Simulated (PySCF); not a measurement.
PBE0 on Ru⁻ (ruthenium, charge -1), [Kr] 4d7 5s2, high-spin 4F determinant. Calculation: PySCF 2.14, in def2-QZVPPD with the def2 core potential (28 electrons); scalar relativity through the core potential.

```
cycle= 1 E= -94.8243526222922  delta_E= -0.0116  |g|= 0.0394  |ddm|= 0.786
cycle= 2 E= -94.8243642986198  delta_E= -1.17e-05  |g|= 0.0422  |ddm|= 0.286
cycle= 3 E= -94.8250767824177  delta_E= -0.000712  |g|= 0.00826  |ddm|= 0.0466
cycle= 4 E= -94.8251095848735  delta_E= -3.28e-05  |g|= 0.000295  |ddm|= 0.0534
cycle= 5 E= -94.8251100119506  delta_E= -4.27e-07  |g|= 9.97e-05  |ddm|= 0.0102
cycle= 6 E= -94.8251100239412  delta_E= -1.2e-08  |g|= 2.18e-05  |ddm|= 0.00095
cycle= 7 E= -94.8251100245745  delta_E= -6.33e-10  |g|= 1.56e-06  |ddm|= 0.000291
converged SCF energy = -94.8251100245745  <S^2> = 3.7713868  2S+1 = 4.0106791
```

Highest occupied orbital energy: 0.813 eV; ⟨L²⟩ = 12.03; populations by l: s 4.00, p 6.00, d 7.00, f 0.00.

Question: Can this result be used?

Answer: With care. The run converged. Energies and moments cover only the electrons outside the core potential. At PBE0 the highest occupied level has a positive energy, so only the finite basis holds that electron; in a semilocal or global hybrid functional this comes from self-interaction and does not mean that the real anion is unbound.
